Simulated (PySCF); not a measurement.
A PySCF script (with the pyscf-properties extension) for the NMR shieldings of `C=C1CCCS[Si@@H]1[SiH3]`, C5H12SSi2, on a GFN2-xTB geometry:

```python
import basis_set_exchange as bse
import numpy as np
from pyscf import gto, dft
from pyscf.prop import nmr

atoms = """
C     0.206674    2.148665   -0.339534
C    -0.121987    0.872001   -0.484527
C    -1.545298    0.456625   -0.730564
C    -2.097126   -0.419227    0.399338
C    -1.487557   -1.810641    0.448608
S     0.207179   -1.848499    1.125536
Si    1.142089   -0.526000   -0.308560
Si    3.212227    0.115934    0.471178
H     1.223294    2.455385   -0.153005
H    -0.522056    2.943477   -0.409277
H    -1.601790   -0.103754   -1.669084
H    -2.176794    1.343606   -0.829776
H    -3.176072   -0.531150    0.257394
H    -1.935959    0.079142    1.358249
H    -2.060591   -2.452845    1.116866
H    -1.462039   -2.266434   -0.541965
H     1.095435   -1.275694   -1.579258
H     3.157944    0.859648    1.729822
H     3.826340    0.990079   -0.530334
H     4.110939   -1.019639    0.665856
"""
names = dict.fromkeys(["C", "S", "Si", "H"], "pcSseg-1")
basis = {el: gto.basis.parse(bse.get_basis(n, elements=[el], fmt="nwchem")) for el, n in names.items()}
mol = gto.M(atom=atoms, basis=basis, charge=0, verbose=0)
mf = dft.RKS(mol, xc="PBE0")
mf.grids.level = 2
mf.grids.alignment = dft.numint.BLKSIZE   # the property module wants whole blocks of grid points
mf.conv_tol = 1e-9
mf.kernel()

calc = nmr.RKS(mf)   # GIAO
C = mf.mo_coeff
Co = C[:, mf.mo_occ > 0]
resp = mf.gen_response(singlet=True, hermi=2)
def vind(x):   # induced exchange potential for any number of trial vectors
    d = np.einsum("pi,xij,qj->xpq", C, 2 * x.reshape(-1, C.shape[1], Co.shape[1]), Co, optimize=True)
    return np.einsum("xpq,pi,qj->xij", resp(d - d.transpose(0, 2, 1)), C, Co, optimize=True).ravel()
mo1, _ = nmr.rhf.solve_mo1(calc, with_cphf=vind)
sigma = calc.kernel(mo1)
for i, s in enumerate(sigma):   # ppm
    print("%2d %-2s %9.2f" % (i, mol.atom_pure_symbol(i), np.trace(s) / 3))
```

Problem. What are the results?

Solution. 
```
 0 C      55.55
 1 C      29.92
 2 C     140.82
 3 C     148.66
 4 C     152.20
 5 S     630.58
 6 Si    378.01
 7 Si    468.83
 8 H      26.32
 9 H      25.90
10 H      29.26
11 H      29.14
12 H      29.59
13 H      29.99
14 H      28.87
15 H      29.01
16 H      26.25
17 H      28.18
18 H      28.22
19 H      28.31
```

These numbers come from an equivalent density-fitted implementation of the same equations, which agrees with the script to about 0.01 ppm for H and up to a few tenths of a ppm for heavy atoms, so last digits may differ.

Problem. Turn these shieldings into chemical shifts. δ = σ(ref) − σ, references computed at the same level: 13C (σref 186.93), 29Si (σref 349.16), 1H (σref 31.72) against TMS; 33S (σref 503.73) vs CS2.

Solution. Averaging equivalent atoms: C 1: 157.0; C 0: 131.4; C 2: 46.1; C 3: 38.3; C 4: 34.7; S 5: -127; Si 6: -28.8; Si 7: -119.7; H 9: 5.82; H 16: 5.46; H 8: 5.40; H 17/18/19: 3.48; H 14: 2.84; H 15: 2.71; H 11: 2.58; H 10: 2.46; H 12: 2.13; H 13: 1.73 ppm. 

Size and cost of the density-fitted run: 217 basis functions, 51 s wall time on 1 thread of an Arm Neoverse V2, shared host; peak memory 1.1 GiB.
